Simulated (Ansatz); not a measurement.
The same path of ClH + GeH4O (8 atoms, charge 0, multiplicity 1) was run twice with different band settings. Lost on the way: Ge1–O2, Cl7–H8. Made: Ge1–Cl7, O2–H8.

All numbers below come from RKS PBE0/def2-SVP (Ansatz).

Relaxed end points:

```xyz
8
Properties=species:S:1:pos:R:3
Ge -0.182 0.192 -0.096
O 0.026 -0.101 1.676
H -0.805 -0.142 2.164
H 1.251 0.310 -0.613
H -0.971 1.503 -0.262
H -0.944 -0.988 -0.721
Cl 1.715 -2.604 1.724
H 1.011 -1.500 1.885
```

```xyz
8
Properties=species:S:1:pos:R:3
Ge 0.411 -0.152 -0.429
O -0.627 -0.292 2.518
H -1.187 -1.076 2.504
H 1.024 -0.122 -1.839
H 0.411 1.234 0.212
H -0.961 -0.832 -0.453
Cl 1.764 -1.426 0.725
H 0.265 -0.665 2.519
```

Common settings: spring 5.0 eV/Å²; optimiser quadratic models (default); start path through a guess of the saddle point; force threshold 0.03 eV/Å; iteration limit 60; end points relaxed.

| run | movable images | climbing image |
| --- | --- | --- |
| 1 | 5 | yes |
| 2 | 2 | no |

Q: What does each run give, and how far can it be trusted?

A: Run 1: converged after 22 iterations, highest image 0.559 eV above the first end. A vibrational analysis at the climbing image gives one clearly imaginary mode, 168i cm⁻¹: a first-order saddle point.
Run 2: converged after 11 iterations, highest image 0.281 eV above the first end. No image climbed, so the highest image needn't sit at the top of the path. A band with more images between the same ends climbed to 0.56 eV, so this one has probably stepped over the top. So few images can step over the top or miss a turn of the path.
The orbitals stay closed-shell, which can raise the energy where a bond breaks towards radicals; this wasn't checked here.
